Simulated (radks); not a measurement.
Re73+, configuration [He]. Method: scalar-relativistic Kohn-Sham, PBE, spin-polarised, spherical densities, finite nucleus; Fermi nuclear charge, rms radius 5.3698 fm; computed with a radial shooting solver on a logarithmic mesh with Libxc functionals.

Unscreened Slater integrals over Kohn-Sham orbitals (cm^-1). They are taken over the spin-up orbitals. Empty in this configuration: 2s.

| integral | value |
|---|---|
| F0(1s,1s) | 1.1623e+07 |
| F0(1s,2s) | 3880500 |
| G0(1s,2s) | 416260 |
| F0(2s,2s) | 2739400 |
